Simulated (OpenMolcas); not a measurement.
## Lines of As+: computed and rescaled rates

```
Program             : OpenMolcas 26.06
Method              : MS-RASPT2, IPEA 0.25 Eh, imaginary shift 0.1 Eh (closed shells correlated: 3d 4s)
Basis               : ANO-RCC [9s8p6d4f2g]
Scalar Hamiltonian  : DKH2, point nucleus
Active space        : 2 electrons in 9 orbitals (RAS2 4p; RAS3 4d 5s, at most 1 electron)
State averaging     : 2S+1 = 3 even, 3 roots; 2S+1 = 1 even, 6 roots; 2S+1 = 3 odd, 18 roots; 2S+1 = 1 odd, 18 roots
Spin-orbit coupling : state interaction with AMFI integrals over the reference wave functions, term energies averaged over their components
```

Rates come from the transition moments of the reference wave functions (E1 and E2 in the length form). At fixed line strength A goes as λ^-3 for E1 and M1 and as λ^-5 for E2, so a rate at the computed wavelength can be rescaled to the measured one. Measured vacuum wavelengths follow from level energies in NIST Handbook of Basic Atomic Spectroscopic Data. Branching counts decays inside the model space alone, at computed energies, and the table is only a selection of the E1 lines, drawn from those between levels with measured partners whose computed energy lies within a factor of 1.5 of the measured one.

| Upper | Lower | Type | λ computed (nm) | λ measured (nm) | A computed (s-1) | A rescaled (s-1) | Branching % |
| --- | --- | --- | --- | --- | --- | --- | --- |
| 4s² 4p 5s ¹P°₁ | 4s² 4p² ¹D₂ | E1 | 139.1 | 137.5 | 1.10e+09 | 1.14e+09 | 87.4 |
| 4s² 4p 5s ³P°₀ | 4s² 4p² ³P₁ | E1 | 129.4 | 128.8 | 1.07e+09 | 1.09e+09 | 100.0 |
| 4s² 4p 5s ³P°₂ | 4s² 4p² ³P₂ | E1 | 127.6 | 126.6 | 8.50e+08 | 8.70e+08 | 72.3 |
| 4s² 4p 5s ³P°₁ | 4s² 4p² ³P₂ | E1 | 131.2 | 130.6 | 4.42e+08 | 4.48e+08 | 39.6 |
| 4s² 4p 5s ³P°₁ | 4s² 4p² ³P₀ | E1 | 127.4 | 126.4 | 3.29e+08 | 3.37e+08 | 29.5 |
| 4s² 4p 5s ³P°₂ | 4s² 4p² ³P₁ | E1 | 125.5 | 124.3 | 3.16e+08 | 3.25e+08 | 26.9 |
| 4s² 4p 5s ³P°₁ | 4s² 4p² ³P₁ | E1 | 128.9 | 128.1 | 2.33e+08 | 2.37e+08 | 20.9 |
| 4s² 4p 5s ³P°₁ | 4s² 4p² ¹D₂ | E1 | 145.8 | 144.9 | 1.08e+08 |  | 9.7 |
| 4s² 4p 5s ¹P°₁ | 4s² 4p² ³P₀ | E1 | 122.3 | 120.7 | 6.74e+07 |  | 5.4 |
| 4s² 4p 5s ¹P°₁ | 4s² 4p² ³P₁ | E1 | 123.6 | 122.3 | 4.11e+07 |  | 3.3 |
| 4s² 4p 5s ¹P°₁ | 4s² 4p² ¹S₀ | E1 | 179.4 | 166.1 | 3.81e+07 | 4.80e+07 | 3.0 |
| 4s² 4p 5s ¹P°₁ | 4s² 4p² ³P₂ | E1 | 125.7 | 124.6 | 1.21e+07 |  | 1.0 |
| 4s² 4p 5s ³P°₂ | 4s² 4p² ¹D₂ | E1 | 141.5 | 140 | 1.03e+07 |  | 0.9 |

Spin-changing lines and M1 lines between different terms are not rescaled, since their strength hangs on the term gaps too.

The largest correction is for 4s² 4p 5s ¹P°₁ → 4s² 4p² ¹S₀ (E1): 3.81e+07 × (179.4 / 166.1)^3 = 4.80e+07 s-1, a factor of 1.26.

The computed rate and branching of 4s² 4p 5s ³P°₀ → 4s² 4p² ³P₁ give the upper level a radiative lifetime of 1.000 / 1.07e+09 s-1 = 9.35e-10 s, counting decays inside the model space alone. The rescaled rate gives about 9.2e-10 s.

No measured rate stands beside these. Rescaling mends the energy factor alone: line strengths can still be far off where a level mixes with configurations outside the active space, and weak or spin-changing lines hang on small mixing coefficients that depend on the term gaps too, so rescaling need not improve them.

Term energies are means over components that CASPT2 splits; among the terms shown or strongly mixed into the levels shown the widest spread is 170 cm-1 (4s² 4p² ¹D). ANO sets are built for valence states and can reach diffuse excited orbitals poorly, and with the s shell closed the s pⁿ⁺¹ terms that mix with these levels are absent. With the s shell closed, the reference lacks s² → p² mixing. Some terms miss by over 15 % even with CASPT2, which points to a basis or an active space too small for the shells correlated. Computed and measured levels are paired by configuration, term and J; levels that our copy of the source lacks, or whose pairing is in doubt (as where it misses far off the trend of its configuration), stay unpaired. Where the source uses jj or jK labels, the order within each J decides. Levels of configurations outside the active space are missing.

° marks odd parity.
